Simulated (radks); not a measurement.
The carbon anion C4-, [Ne], held by a Watson sphere: a shell of charge +4.55 at radius R that stands for the Madelung well of a crystal (potential energy -4.55/R inside, -4.55/r outside, in hartree with lengths in bohr). Calculated with a radial shooting solver on a logarithmic mesh with Libxc functionals: non-relativistic Kohn-Sham, LDA (Slater exchange, Perdew-Wang correlation), spin-polarised, spherical densities, point nucleus. Response by self-consistent Sternheimer equations with the Hartree and adiabatic LDA kernel. The sphere does not respond.

R (bohr),e(1s) (eV),e(2s) (eV),e(2p) (eV),<r> 2p (bohr),sum of <r^2> (bohr^2),X-ray form factor at sin(theta)/lambda = 0.2 1/angstrom,alpha (bohr^3)
2.36,-268.15,-19.082,-11.312,2.102,40.44,4.059,28.18
2.74,-268.55,-17.141,-9.856,2.314,48.44,3.731,42.71
3.33,-268.83,-14.958,-8.127,2.647,62.17,3.461,78.08
3.47,-268.85,-14.562,-7.795,2.727,65.71,3.430,89.41
3.5,-268.85,-14.482,-7.727,2.744,66.48,3.425,92.01
3.74,-268.85,-13.906,-7.224,2.884,72.85,3.396,115.1
3.96,-268.84,-13.464,-6.819,3.013,79.00,3.388,140.1
